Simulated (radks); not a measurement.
Task: Lu, 71 electrons, occupied as [Xe] 4f14 5d1 6s2. All-electron calculation, scalar-relativistic Kohn-Sham, PBE, spin-unpolarised, spherical densities, point nucleus; hard spherical wall at 4 bohr. Program: a radial shooting solver on a logarithmic mesh with Libxc functionals. Some entries of the table are withheld. Estimate them.

orbital,occ.,eigenvalue (eV),r(max) (bohr),<r^2> (bohr^2)
1s,2,-63237.72,0.01213,0.0005119
2s,2,(1),0.06930,0.007917
2p,6,-9461.585,0.05660,0.006494
3s,2,-2431.318,0.1957,0.05167
3p,6,(2),0.1931,0.05225
3d,10,-1576.204,0.1574,0.04344
4s,2,-477.1937,0.4460,0.2579
4p,6,-349.6513,0.4671,0.2935
4d,10,-183.3767,0.4808,0.3480
5s,2,-52.7615,1.044,1.566
5p,6,-23.7488,1.201,2.264
4f,14,-1.1678,0.4686,0.7074
5d,1,7.1185,1.792,(3)
6s,2,7.6474,2.540,6.384
6p,0,17.6529,(4),6.768
5f,0,29.6902,2.679,6.772
7s,0,55.2491,3.252,6.637

Result: 
(1) 2s eigenvalue (eV): -10757.27
(2) 3p eigenvalue (eV): -2042.573
(3) 5d <r^2> (bohr^2): 4.456
(4) 6p r(max) (bohr): 2.753
